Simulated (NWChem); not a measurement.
System: NbSCl$_{3}$; SMILES [S]=[Nb]([Cl])([Cl])[Cl]

All runs: NWChem. All runs use the structure optimised with PBE-D3(BJ)/def2-SVP (def2 core potentials past Kr).

Task: What does the run give for B3LYP/STO-3G, non-relativistic? Quantities: highest occupied level (eV); orbital gap (eV); dipole (D).

Result: 
```json
{
 "highest occupied level (eV)": "-5.77",
 "orbital gap (eV)": "4.90",
 "dipole (D)": "1.47"
}
```
